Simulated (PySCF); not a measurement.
Calcium: a sound run and one with changed settings

Sound run: Ca [Ar] 4s2, Ca⁺ [Ar] 4s1. Calculation: PySCF 2.14, in pcseg-2 (6s4p3d, 33 functions); the non-relativistic Hamiltonian (point nucleus). In the sound run the correlated levels freeze [Ar]. The sound run starts from symmetry-adapted Hartree-Fock orbitals and uses a fine grid where one is needed.

Changed run: initial guess minao, at most 50 SCF cycles.

| species | method | sound run (hartree) | changed run (hartree) | converged |
| --- | --- | --- | --- | --- |
| Ca | UHF | -676.74397 | -676.74397 | yes |
| Ca | LDA | -675.73633 | -675.73633 | yes |
| Ca | CCSD(T) | -676.77173 | -676.77173 | yes |
| Ca⁺ | BP86 | -677.41045 | -677.41045 | yes |

Here the plain start reaches the same solutions.
